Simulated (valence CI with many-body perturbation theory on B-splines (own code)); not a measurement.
# Energy levels of Tl68+

Calculated by valence CI with perturbative core correlation (CI+MBPT): three valence electrons over a frozen Dirac-Fock core [Ne], a basis of 9 s, 9 p, 8 d, 6 f, 3 g, 1 h functions for each j, with the one-electron correlation potential Σ1 (screened to all orders), the two-electron term Σ2, the three-electron term Σ3, Breit, model QED; selected single and double excitations, second order for the rest, scaled by the run's own slope (own B-spline code, finite nucleus).

No measured spectrum was set against this ion. As an estimate, large intervals hold to a few tenths of a per cent, small ones and those within an open d or f shell to about a per cent.

Levels 1 to 34 of 34, with energies above the lowest level, (3s^2 3p1/2) J=1/2. "Leading %" is the weight of the configuration and term that name the level; weights of strongly mixed levels are sums over their largest components and can fall short, so below about 35 % the name and the second component can differ from the true leading terms, or belong to a minority configuration. In the jj column 3d3/2^4 stands for four electrons in 3d with j = 3/2. Lifetimes count E1, E2, E3, M1 and M2 decay at the calculated energies, and are blank where another channel may lead or the interval is too uncertain; long ones can be off by a factor of two.

| No. | Configuration | Term | J | E (× 10³ cm⁻¹) | Leading % | Lifetime | Leading jj |
| --- | --- | --- | --- | --- | --- | --- | --- |
| 1 | 3s²3p | ²P° | 1/2 | 0.00 | 100 |  | 3s^2 3p1/2 (100 %) |
| 2 | 3s3p² | ⁴P | 1/2 | 1570.3 | 50 | 19.9 ps | 3s 3p1/2^2 (100 %) |
| 3 | 3s²3p | ²P° | 3/2 | 4530.2 | 99 | 516 ps | 3s^2 3p3/2 (99 %) |
| 4 | 3s3p² | ⁴P | 3/2 | 5818.8 | 88 | 30.2 ps | 3s 3p1/2 3p3/2 (99 %) |
| 5 | 3s3p² | ²D | 5/2 | 5986.4 | 63 | 53.5 ps | 3s 3p1/2 3p3/2 (98 %) |
| 6 | 3s3p² | ²D | 3/2 | 6165.6 | 46 | 654 fs | 3s 3p1/2 3p3/2 (78 %) |
| 7 | 3s3p² | ²P | 1/2 | 6264.2 | 69 | 163 fs | 3s 3p1/2 3p3/2 (99 %) |
| 8 | 3s²3d | ²D | 3/2 | 6658.1 | 77 | 122 fs | 3s^2 3d3/2 (77 %) |
| 9 | 3s²3d | ²D | 5/2 | 7573.8 | 98 | 2.26 ps | 3s^2 3d5/2 (98 %) |
| 10 | 3s3p3d | ⁴F° | 3/2 | 7680.7 | 38 | 2.59 ps | 3s 3p1/2 3d3/2 (62 %) |
| 11 | 3s3p3d | ⁴F° | 3/2 | 7799.1 | 39 | 1.07 ps | 3s 3p1/2 3d3/2 (52 %) |
| 12 | 3s3p3d | ⁴F° | 5/2 | 7890.6 | 40 | 28.4 ps | 3s 3p1/2 3d3/2 (99 %) |
| 13 | 3s3p3d | ⁴D° | 1/2 | 8134.9 | 55 | 203 fs | 3s 3p1/2 3d3/2 (99 %) |
| 14 | 3s3p3d | ⁴D° | 3/2 | 8211.2 | 29 | 129 fs | 3s 3p1/2 3d3/2 (84 %) |
| 15 | 3s3p3d | ⁴P° | 5/2 | 8896.2 | 38 | 2.35 ps | 3s 3p1/2 3d5/2 (100 %) |
| 16 | 3s3p3d | ⁴F° | 7/2 | 9031.9 | 40 | 2.95 ps | 3s 3p1/2 3d5/2 (99 %) |
| 17 | 3s3p3d | ²F° | 5/2 | 9122.5 | 51 | 2.56 ps | 3s 3p1/2 3d5/2 (99 %) |
| 18 | 3s3p3d | ²P° | 3/2 | 9160.4 | 38 | 1.05 ps | 3s 3p1/2 3d5/2 (94 %) |
| 19 | 3p²3d | ²D | 3/2 | 9633.2 | 42 | 5.28 ps | 3p1/2^2 3d3/2 (99 %) |
| 20 | 3s3p² | ⁴P | 5/2 | 10451 | 62 | 673 fs | 3s 3p3/2^2 (99 %) |
| 21 | 3p²3d | ²D | 5/2 | 10782 | 35 | 2.11 ps | 3p1/2^2 3d5/2 (99 %) |
| 22 | 3s3p² | ²S | 1/2 | 10793 | 68 | 225 fs | 3s 3p3/2^2 (99 %) |
| 23 | 3s3p² | ²P | 3/2 | 10856 | 59 | 111 fs | 3s 3p3/2^2 (99 %) |
| 24 | 3p³ | ²D° | 5/2 | 12158 | 63 | 383 fs | 3p1/2 3p3/2^2 (63 %) |
| 25 | 3p³ | ⁴S° | 3/2 | 12212 | 49 | 149 fs | 3p1/2 3p3/2^2 (90 %) |
| 26 | 3p³ | ²P° | 1/2 | 12365 | 72 | 190 fs | 3p1/2 3p3/2^2 (72 %) |
| 27 | 3s3p3d | ⁴D° | 3/2 | 12423 | 43 | 196 fs | 3s 3p3/2 3d3/2 (96 %) |
| 28 | 3s3p3d | ⁴P° | 1/2 | 12442 | 70 | 266 fs | 3s 3p3/2 3d3/2 (89 %) |
| 29 | 3s3p3d | ⁴D° | 5/2 | 12476 | 34 | 147 fs | 3s 3p3/2 3d3/2 (74 %) |
| 30 | 3s3p3d | ⁴F° | 7/2 | 12488 | 42 | 286 fs | 3s 3p3/2 3d3/2 (97 %) |
| 31 | 3s3p3d | ²D° | 3/2 | 12752 | 59 | 102 fs | 3s 3p3/2 3d3/2 (92 %) |
| 32 | 3s3p3d | ²F° | 5/2 | 12856 | 63 | 88.7 fs | 3s 3p3/2 3d3/2 (89 %) |
| 33 | 3s3p3d | ²P° | 1/2 | 12914 | 61 | 80.3 fs | 3s 3p3/2 3d3/2 (84 %) |
| 34 | 3s3p3d | ⁴F° | 9/2 | 13242 | 100 | 1.24 ns | 3s 3p3/2 3d5/2 (100 %) |

The ionisation energy to 3s² ¹S0 of the next ion comes out as 8419 eV (NIST: 8420 ± 50 eV (theoretical)). All 34 levels together are meant to be complete up to 13262 × 10³ cm⁻¹.
